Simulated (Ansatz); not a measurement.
Mulliken charges of AlBrFHO, SMILES `[OH][Al]([F])[Br]` from PBE/def2-TZVPP in Ansatz (PBE0-D4/def2-TZVP geometry).

| atom | x (Å) | y (Å) | z (Å) | charge (e) |
| --- | --- | --- | --- | --- |
| O1 | 0.719 | 1.066 | 0.264 | -0.347 |
| Al2 | 0.095 | -0.426 | -0.175 | 0.657 |
| F3 | 1.121 | -1.548 | -0.774 | -0.296 |
| Br4 | -2.069 | -0.940 | 0.022 | -0.202 |
| H5 | 0.185 | 1.774 | 0.621 | 0.188 |

By hand: the dipole of these point charges (1 e Å = 4.8032 D).

Σ q r = (-0.066, 0.332, 0.135) e Å, of length 0.364 e Å = 1.75 D.

How does the dipole of the full density compare? (An estimate is asked.)

Computed: (-0.194, 0.322, 0.154) e Å, 1.95 D; the point charges give 0.90 times that, at 18° from its direction.

Point charges leave out the atoms' own dipoles, such as those of lone pairs, and Mulliken's split depends on the basis, so the two needn't agree.
